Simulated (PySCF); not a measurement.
A structure optimised at B3LYP-D3(BJ)/def2-SVP, used in a PySCF frequency run:

```xyz
6

B     -0.0144     0.4518     0.0000
F     -1.1830     1.1013     0.0000
O      1.1507     1.1366     0.0000
H      1.0222     2.0955     0.0000
S     -0.0502    -1.3661     0.0000
H      1.2947    -1.5011     0.0000
```

### Question
Write its SMILES, formula and point group.

### Answer
OB(F)S, BFH2OS, Cs

### Question
What are its rotational constants (standard atomic weights)?

### Answer
10.025, 4.4932, 3.1026 GHz
